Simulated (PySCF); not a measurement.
A thermochemical cycle for NaI

r²SCAN in PySCF with def2-SVP on every atom (core potentials on I), for the lowest determinant that a PBE0 search found; no spin–orbit coupling. NaI, a singlet (closed shell), has De = 3.37 eV to neutral atoms, and NaI⁺, a doublet (π ↑), has De = 0.41 eV to Na⁺ + I.

At the same level the Na atom ionises at 5.06 eV.

Q: What is the adiabatic ionisation energy of the molecule, and does ionisation strengthen or weaken the bond?

A: IE = IE(Na) + De(neutral) − De(ion) = 5.06 + 3.37 − 0.41 = 8.02 eV. De changes by -2.96 eV, so ionisation weakens the bond.

Weak bonds: NaI⁺. Basis-set superposition, not corrected here, can be much of De in a small basis, most of all at correlated wavefunction levels. These are scalar-relativistic numbers at best; spin–orbit coupling would shift them, the dissociation energy most. For an ion De counts to the pair picked by the measured ionisation energies or electron affinities, which need not be the lowest pair at this level. States were picked by a PBE0 search and need not be the measured ground states.
